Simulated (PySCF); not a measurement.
## Simulated characterisation data

Averaged over atoms made equivalent by symmetry, fast rotation or ring inversion, gas phase, non-relativistic, one computed conformer. NMR shieldings at PBE0/pcSseg-1/GIAO; geometry from GFN2-xTB; PySCF.

References, each an isolated molecule treated in the same way: 1H (31.72 ppm) and 13C (186.93 ppm) vs TMS. Splittings of carbon signals by F and P are missing where no couplings were computed. Where no couplings were computed, multiplicities follow the n + 1 count of equivalent neighbours, and m marks all less simple cases (inequivalent or close neighbours, rings, F or P nearby). Shifts are as computed. Against solution values, carbons near 30 ppm lie about +3 ppm off and those near 130 ppm about +5 ppm. Of 1211 compounds with measured shifts, 218 miss one by over three times the rms of a fit or turn the order of signals round; such compounds aren't used in these exercises.

Compound 1 (C8H9F3). 1H NMR (600 MHz, computed): δ 6.47 (m, 1H), 6.45 (d, 1H), 6.25 (m, 1H), 5.94 (m, 1H), 5.61 (m, 1H), 5.49 (m, 1H), 2.00 (d, 3H). 13C{1H} NMR (computed): δ 147.6 (C), 147.2 (C), 139.4 (CH), 139.3 (CH), 132.9 (C), 131.3 (CH2), 122.8 (CH2), 22.4 (CH3). Structure: `C=C(/C=C/C)C(=C)C(F)(F)F`.

Compound 2 (C6H8O2). 1H NMR (600 MHz, computed): δ 7.89 (m, 1H), 6.22 (d, 1H), 3.88 (s, 3H), 3.45 (m, 1H), 3.04 (m, 1H), 2.64 (m, 1H). 13C{1H} NMR (computed): δ 213.3, 172.4, 140.1, 79.2, 58.7, 41.8. Structure: `CO[C@@H]1CC=CC1=O`.

Compound 3 (C5H5NO3). 1H NMR (600 MHz, computed): δ 4.72 (m, 2H), 4.47 (m, 2H), 2.90 (m, 1H). 13C{1H} NMR (computed): δ 147.6, 118.6, 71.1, 24.3. Structure: `N#CC1COC(=O)OC1`.

Compound 4 (C6H8O2). 1H NMR (600 MHz, computed): δ 5.96 (s, 1H), 5.75 (s, 1H), 4.28 (s, 3H), 3.48 (s, 3H). 13C{1H} NMR (computed): δ 158.8, 116.6, 102.8, 84.1, 62.4, 56.9. Structure: SMILES C(/OC)=C1C=C\1OC.
